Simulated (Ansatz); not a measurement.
CrH4⁺, relaxed as a doublet with UKS PBE-D4/def2-TZVP in Ansatz, starting from the PBE-D4/def2-TZVP geometry of the neutral triplet. Force threshold 0.02 eV/Å.

The relaxed charge 1 doublet is spin-contaminated (final ⟨S²⟩ up to 1.74, 0.75 for a pure state). In the charge 1 doublet, H2 and H5 lie 0.87 Å apart, H3 and H4 lie 0.87 Å apart (atoms count from 1), so H2 has formed as a molecule.

Start:

```xyz
5

Cr    0.000    0.000    0.000
H     0.660    0.504    1.365
H    -0.379    1.261   -0.906
H    -1.320   -0.839    0.325
H     1.040   -0.926   -0.784
```

```csv
step,energy (eV),largest force component (eV/Å),SCF passes
1,-28466.8047,0.281,67
2,-28466.8187,0.062,62
3,-28466.8207,0.023,45
4,-28466.8286,0.107,52
5,-28466.8536,0.161,48
6,-28466.8745,0.114,43
7,-28466.8771,0.005,39
8,-28466.8772,0.013,36
9,-28466.8801,0.127,41
10,-28466.9710,0.555,45
11,-28467.3249,0.900,127
14,-28468.1947,0.766,75
17,-28468.4623,1.681,71
20,-28468.6151,0.043,64
23,-28468.6174,0.030,63
26,-28468.6389,0.209,68
29,-28468.6566,0.190,64
32,-28468.6814,0.603,68
35,-28468.9906,0.881,76
38 (rejected),-28469.2564,1.038,77
41 (rejected),-28469.3535,0.328,128
44,-28469.3865,0.014,119
45,-28469.3865,0.004,130
```

Force components are those of the run's own axes.

End:

```xyz
5

Cr   -0.232    0.834    0.380
H     0.683   -0.309    1.256
H    -0.737    0.414   -1.194
H    -0.262   -0.263   -0.920
H     0.548   -0.676    0.477
```

By distances, no bond broke or formed. The bond that changes most is Cr1–H2, from 1.60 to 1.71 Å (atoms count from 1). A close non-bonded pair moves further: H2–H5, from 2.61 to 0.87 Å.

The force fell under the threshold at step 7, but the optimiser went on and released 2.509 eV more. No frequencies were taken in this run, so the end may be a saddle point.

Hardware: 2 threads of AMD EPYC 7R43 on a shared host. Wall time 3.4 min.
